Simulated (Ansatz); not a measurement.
Ge3Se4, relaxed as a singlet with RKS PBE-D4/def2-SVP in Ansatz, starting from the GFN2-xTB geometry. Force threshold 0.02 eV/Å.

The structure comes from a short search, and lower isomers may exist.

Start:

| atom | x (Å) | y (Å) | z (Å) |
| --- | --- | --- | --- |
| Ge1 | 0.825 | -0.950 | -1.534 |
| Ge2 | -1.694 | 0.906 | -0.476 |
| Ge3 | 1.389 | 1.072 | 1.452 |
| Se4 | -0.776 | -0.100 | 1.985 |
| Se5 | -1.567 | -1.151 | -1.723 |
| Se6 | 1.016 | -1.409 | 1.242 |
| Se7 | 0.807 | 1.632 | -0.946 |

| step | energy (eV) | largest force component (eV/Å) | SCF passes |
| --- | --- | --- | --- |
| 1 | -430843.0095 | 0.548 | 22 |
| 2 | -430843.0100 | 0.385 | 27 |
| 3 | -430843.0846 | 0.071 | 22 |
| 4 | -430843.0856 | 0.026 | 22 |
| 5 | -430843.0858 | 0.007 | 22 |

Force components are those of the run's own axes.

End:

```xyz
7

Ge    0.891   -0.950   -1.516
Ge   -1.701    0.955   -0.434
Ge    1.399    1.081    1.448
Se   -0.825   -0.096    1.943
Se   -1.527   -1.141   -1.649
Se    1.001   -1.438    1.181
Se    0.762    1.589   -0.973
```

By distances, no bond broke or formed. The bond that changes most is Ge1–Se6, from 2.82 to 2.74 Å (atoms count from 1).

No frequencies were taken in this run, so the end may be a saddle point.

Run time 19 s (4 threads of Intel Xeon Platinum 8175M on a shared host), peak host memory 0.56 GiB.
